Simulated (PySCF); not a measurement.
PySCF run on CaH⁻

The script input.py:

```python
from pyscf import gto, scf, solvent

mol = gto.M(
    atom='Ca 0 0 0; H 0 0 2.01',
    basis='3-21g',
    charge=-1,
    spin=0,
    symmetry=True,
    verbose=4,
)
mf = scf.RHF(mol)
mf = solvent.PCM(mf)
mf.with_solvent.eps = 2.27
mf.kernel()
mf.analyze()
print('orbital energies (hartree):', mf.mo_energy[..., max(0, mol.nelec[1]-3):mol.nelec[0]+3].round(4))
```

```bash
$ OMP_NUM_THREADS=1 python input.py
```

The log (some set-up lines removed):

```
PySCF version 2.14.0

[INPUT] Symbol           X                Y                Z      unit          X                Y                Z       unit  Magmom
[INPUT]  1 Ca     0.000000000000   0.000000000000   0.000000000000 AA    0.000000000000   0.000000000000   0.000000000000 Bohr   0.0
[INPUT]  2 H      0.000000000000   0.000000000000   2.010000000000 AA    0.000000000000   0.000000000000   3.798349510376 Bohr   0.0

nuclear repulsion = 5.26544488477612
point group symmetry = Coov
symmetry origin: [0.         0.         0.18087379]
symmetry axis x: [1. 0. 0.]
symmetry axis y: [0. 1. 0.]
symmetry axis z: [0. 0. 1.]
num. orbitals of irrep A1 = 11
num. orbitals of irrep E1x = 4
num. orbitals of irrep E1y = 4
number of shells = 11
number of NR pGTOs = 42
number of NR cGTOs = 19
basis = 3-21g
ecp = {}

******** <class 'pyscf.solvent._attach_solvent.PCMSymAdaptedRHF'> ********
method = PCMSymAdaptedRHF
initial guess = minao
damping factor = 0
level_shift factor = 0
DIIS = <class 'pyscf.scf.diis.CDIIS'>
SCF conv_tol = 1e-09
SCF max_cycles = 50
******** <class 'pyscf.solvent.pcm.PCM'> (In testing) ********

WARN: PCM is an experimental feature. It is still in testing.
Features and APIs may be changed in the future.

lebedev_order = 29 (302 grids per sphere)
eps = 2.27
frozen = False
Freeze 0 electrons in irreps []
    22 free electrons in irreps A1 E1x E1y
Initial guess from minao.
PCM E_diel = -0.000415768595473729
Solvent Energy = -0.000415768595473729
init E= -673.343126514076
HOMO (A1) = -0.0919137646489223  LUMO (E1y) = 0.0289574451667478  gap/eV = 3.28907
PCM E_diel = -0.0516336897275718
Solvent Energy = -0.0516336897275718
cycle= 1 E= -673.953024561766  delta_E= -0.61  |g|= 0.148  |ddm|= 1.17
HOMO (A1) = -0.0757560136127839  LUMO (E1y) = 0.0926632077291765  gap/eV = 4.58292
PCM E_diel = -0.0474152827097949
Solvent Energy = -0.0474152827097949
cycle= 2 E= -673.973995327191  delta_E= -0.021  |g|= 0.0333  |ddm|= 0.693
HOMO (A1) = -0.0849337728963171  LUMO (E1y) = 0.0894314695623196  gap/eV = 4.74472
PCM E_diel = -0.0470916292939711
Solvent Energy = -0.0470916292939711
cycle= 3 E= -673.976550521603  delta_E= -0.00256  |g|= 0.0121  |ddm|= 0.252
HOMO (A1) = -0.0857702149661506  LUMO (E1y) = 0.0889034364468596  gap/eV = 4.75311
PCM E_diel = -0.0472246349526257
Solvent Energy = -0.0472246349526257
cycle= 4 E= -673.976963687589  delta_E= -0.000413  |g|= 0.00144  |ddm|= 0.125
HOMO (A1) = -0.0853540026259179  LUMO (E1y) = 0.0890742368522211  gap/eV = 4.74643
PCM E_diel = -0.0472537386326487
Solvent Energy = -0.0472537386326487
cycle= 5 E= -673.976969541411  delta_E= -5.85e-06  |g|= 0.000186  |ddm|= 0.0151
HOMO (A1) = -0.0854033763507136  LUMO (E1y) = 0.0890837795808256  gap/eV = 4.74804
PCM E_diel = -0.0472538712057612
Solvent Energy = -0.0472538712057612
cycle= 6 E= -673.976969651502  delta_E= -1.1e-07  |g|= 3.63e-05  |ddm|= 0.00248
HOMO (A1) = -0.0853991543211354  LUMO (E1y) = 0.089084046136906  gap/eV = 4.74793
PCM E_diel = -0.0472531567825413
Solvent Energy = -0.0472531567825413
cycle= 7 E= -673.976969655861  delta_E= -4.36e-09  |g|= 7.86e-06  |ddm|= 0.000571
HOMO (A1) = -0.0854002615924816  LUMO (E1y) = 0.0890843397925428  gap/eV = 4.74797
PCM E_diel = -0.0472533043486967
Solvent Energy = -0.0472533043486967
cycle= 8 E= -673.976969656066  delta_E= -2.05e-10  |g|= 1.18e-06  |ddm|= 0.00015
HOMO (A1) = -0.0854001880276305  LUMO (E1y) = 0.0890844647631009  gap/eV = 4.74797
PCM E_diel = -0.0472533935776479
Solvent Energy = -0.0472533935776479
Extra cycle  E= -673.976969656067  delta_E= -1.59e-12  |g|= 4.95e-07  |ddm|= 1.21e-05
converged SCF energy = -673.976969656067
**** SCF Summaries ****
Total Energy =                        -673.976969656067354
Nuclear Repulsion Energy =               5.265444884776120
One-electron Energy =                 -937.535024138840299
Two-electron Energy =                  258.339862991574478
Two-electron Coulomb Energy =          294.004593489774322
DFT Exchange-Correlation Energy =      -35.664730498199845
HOMO-LUMO gap [eV] =                     4.747969241654262
Wave-function symmetry id = 0
**** MO energy ****
MO #1 (A1 #1), energy= -148.243854185004 occ= 2
MO #2 (A1 #2), energy= -16.6390467169421 occ= 2
MO #3 (E1x #1), energy= -13.4288541091321 occ= 2
MO #4 (E1y #1), energy= -13.4288541091321 occ= 2
MO #5 (A1 #3), energy= -13.4280485503889 occ= 2
MO #6 (A1 #4), energy= -2.14107751493787 occ= 2
MO #7 (E1x #2), energy= -1.23639106778911 occ= 2
MO #8 (E1y #2), energy= -1.23639106778911 occ= 2
MO #9 (A1 #5), energy= -1.23131464359881 occ= 2
MO #10 (A1 #6), energy= -0.273689162618101 occ= 2
MO #11 (A1 #7), energy= -0.0854001880276305 occ= 2
MO #12 (E1x #3), energy= 0.0890844647631009 occ= 0
MO #13 (E1y #3), energy= 0.0890844647631009 occ= 0
MO #14 (A1 #8), energy= 0.13614698272193 occ= 0
MO #15 (A1 #9), energy= 0.188200997440868 occ= 0
MO #16 (E1x #4), energy= 0.220236882529808 occ= 0
MO #17 (E1y #4), energy= 0.220236882529808 occ= 0
MO #18 (A1 #10), energy= 0.274967135213269 occ= 0
MO #19 (A1 #11), energy= 1.45312069400318 occ= 0
 ** Mulliken pop on meta-lowdin orthogonal AOs  **
 ** Mulliken pop  **
pop of  0 Ca 1s           2.00000
pop of  0 Ca 2s           1.99999
pop of  0 Ca 3s           1.99996
pop of  0 Ca 4s           1.70357
pop of  0 Ca 5s           0.04700
pop of  0 Ca 2px          2.00000
pop of  0 Ca 2py          2.00000
pop of  0 Ca 2pz          2.00000
pop of  0 Ca 3px          1.99995
pop of  0 Ca 3py          1.99995
pop of  0 Ca 3pz          1.99983
pop of  0 Ca 4px          0.00003
[7 lines left out]
 ** Mulliken atomic charges  **
charge of    0Ca =     -0.18611
charge of    1H =     -0.81389

WARN: System has nonzero charge -1; the dipole moment is origin-dependent.
Location of origin: [0. 0. 0.]

Dipole moment(X, Y, Z, Debye):  0.00000,  0.00000,  3.41307
orbital energies (hartree): [-1.2313 -0.2737 -0.0854  0.0891  0.0891  0.1361]
```

In short: E(SCF) = -673.976970 Eh, 8 cycles.

Run time: 0.92 s on 1 thread of Arm Neoverse V2 (shared host).

The basis has no diffuse functions, which an anion needs. The basis is very small, so the numbers show the basis as much as the system. Stability towards an unrestricted solution was not tested. The bond length is a typed value, not an optimised one. The dipole of an ion depends on the origin.
